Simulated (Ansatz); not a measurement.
Geometry optimisation, Ansatz, RKS PBE0/def2-SVP.

Input file:

```yaml
crystal:
  periodic: [false, false, false]
  atoms:
    - { symbol: Zr, position_ang: [-0.622615, -0.443727, -0.589139] }
    - { symbol: F, position_ang: [-0.175147, 0.833821, 2.283283] }
    - { symbol: O, position_ang: [1.241062, -0.700446, -0.291834] }
    - { symbol: H, position_ang: [2.163108, -0.64967, -0.041837] }
    - { symbol: O, position_ang: [-1.097105, 1.362468, -0.951118] }
    - { symbol: H, position_ang: [-1.211947, 2.309752, -1.018212] }
    - { symbol: Cl, position_ang: [-1.226804, -1.682302, -2.522579] }
    - { symbol: O, position_ang: [-1.713594, -1.203302, 0.942502] }
    - { symbol: H, position_ang: [-2.597926, -1.570917, 1.019515] }
    - { symbol: H, position_ang: [-0.805233, 0.165823, 2.402221] }
basis:
  gaussian: { orbitals: def2-SVP }
hamiltonian:
  xc: pbe0
relax:
  f_tol: 0.03
  max_steps: 50
output:
  orbitals: {}
```

Run as:

```bash
$ ansatz run input.yaml --threads 4 --pin off --max-ram 5120MiB --backend cpu --events-out ev --progress --plain --runs-dir out
```

Where does it end, and by what steps?

The forces met the threshold. After 28 steps the energy has fallen by 0.994 eV; H10 moved furthest, 1.64 Å. Parted: F2–H10 (0.93 → 2.46 Å). Joined: Zr1–F2 (3.18 → 1.94 Å), O8–H10 (2.20 → 0.96 Å).

| step | energy less start (eV) | largest force component (eV/Å) | accepted |
| --- | --- | --- | --- |
| 0 | 0.0000 | 1.093 | yes |
| 1 | -0.1586 | 0.354 | yes |
| 2 | -0.2485 | 0.392 | yes |
| 3 | -0.2668 | 1.386 | yes |
| 4 | -0.3468 | 0.234 | yes |
| 5 | -0.3606 | 0.149 | yes |
| 6 | -0.3639 | 0.132 | yes |
| 7 | -0.3667 | 0.063 | yes |
| 8 | -0.3674 | 0.034 | yes |
| 9 | -0.3680 | 0.052 | yes |
| 10 | -0.3683 | 0.103 | yes |
| 11 | -0.3692 | 0.085 | yes |
| 12 | -0.3093 | 2.557 | no |
| 13 | -0.3729 | 0.240 | yes |
| 14 | -0.3979 | 0.526 | yes |
| 15 | -0.4879 | 1.214 | yes |
| 16 | -0.6481 | 2.087 | yes |
| 17 | -0.7857 | 1.140 | yes |
| 18 | -0.8760 | 1.134 | yes |
| 19 | -0.9273 | 0.279 | yes |
| 20 | -0.9170 | 1.193 | no |
| 21 | -0.9414 | 0.352 | yes |
| 22 | -0.9581 | 0.717 | yes |
| 23 | -0.9655 | 0.897 | yes |
| 24 | -0.9832 | 0.283 | yes |
| 25 | -0.9882 | 0.131 | yes |
| 26 | -0.9924 | 0.100 | yes |
| 27 | -0.9930 | 0.059 | yes |
| 28 | -0.9944 | 0.012 | yes |

```xyz
10
Properties=species:S:1:pos:R:3
Zr -0.350 0.096 -0.008
F -0.288 0.772 1.815
O 1.467 -0.422 -0.255
H 2.307 -0.630 -0.661
O -0.755 1.686 -0.974
H -0.854 2.394 -1.608
Cl -1.424 -1.556 -1.493
O -1.849 -1.089 1.272
H -2.349 -1.836 0.918
H -1.952 -0.992 2.227
```

Whether the end is a true minimum wasn't checked by a vibrational analysis.

Run time: 85 s on 4 threads of Arm Neoverse V1, with other jobs on the host, peak memory 0.33 GiB.
